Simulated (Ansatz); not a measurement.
Consider the substitution at a C–C bond: `C[C@@H]1O[C@H]1C` + `[O]=[W]([OH])([OH])([Cl])[Cl]` → `C[O][W](=[O])([OH])([Cl])[Cl]` + `CC1CO1`.

Computed with Ansatz on PBE0-D4/def2-TZVP structures; ΔE is electronic, products minus reactants. CBS: MP2 limit from def2 TZ/QZ plus the TZ coupled-cluster correction, frozen cores. Functionals use def2-TZVPP. B3LYP here is the variant with VWN-RPA as its local correlation; programs differ in this. def2 core potentials past Kr. For W outer-core shells are correlated without core-valence functions, which leaves a few kJ/mol of doubt a bond. One conformer a species, not always the lowest.

`C[C@@H]1O[C@H]1C`:

Cartesian coordinates in Å:
```
C 1.852 -0.269 -0.619
C 0.378 -0.015 -0.643
O -0.043 1.320 -0.391
C -0.388 0.314 0.555
C -1.843 0.000 0.699
H 2.056 -1.341 -0.556
H 2.323 0.111 -1.529
H 2.313 0.226 0.237
H -0.168 -0.494 -1.457
H 0.172 0.390 1.488
H -2.353 0.785 1.262
H -2.318 -0.082 -0.280
H -1.981 -0.943 1.235
```

`[O]=[W]([OH])([OH])([Cl])[Cl]`:

Z-matrix (Å, degrees):
```
W
O 1 1.869
O 1 1.869 2 155.9
Cl 1 2.378 2 80.8 3 40.5
O 1 1.678 2 100.7 3 151.9
Cl 1 2.279 2 92.1 3 -100.1
H 2 0.960 1 127.7 3 -17.4
H 3 0.960 1 127.7 2 17.3
```

`C[O][W](=[O])([OH])([Cl])[Cl]`:

Cartesian coordinates in Å:
```
C 0.374 -0.296 1.830
O -0.445 -0.589 0.730
W -0.652 0.070 -0.982
O -1.769 -1.008 -1.627
O 1.137 -0.523 -1.251
Cl -1.730 1.909 -0.101
Cl -0.238 1.389 -2.862
H 1.423 -0.312 1.519
H 0.122 0.697 2.216
H 0.204 -1.045 2.603
H 1.574 -0.293 -2.075
```

`CC1CO1`:

```xyz
10

C     0.809   -0.656    0.688
C    -0.462    0.010    0.267
C    -0.551    0.821   -0.942
O    -1.087   -0.492   -0.905
H     1.452   -0.835   -0.175
H     1.350   -0.032    1.405
H     0.601   -1.617    1.166
H    -1.165    0.236    1.068
H     0.335    0.943   -1.562
H    -1.283    1.621   -1.010
```

```csv
level,ΔE (kJ/mol),difference from CCSD(T)/CBS
r2SCAN-D4,54.2,0.3
PBE0-D4,54.9,1.0
B3LYP-D4,48.1,-5.8
B2PLYP,50.1,-3.8
PBE,53.6,-0.3
r2SCAN,54.6,0.7
PBE0,56.4,2.5
CCSD/def2-TZVPP,51.9,-2.0
MP2/def2-QZVPP,54.0,0.1
MP2/CBS(def2),55.5,1.6
CCSD(T)/CBS,53.9,0
```

Largest T1 diagnostic among the species: 0.021, so the coupled-cluster value is less sure than usual.
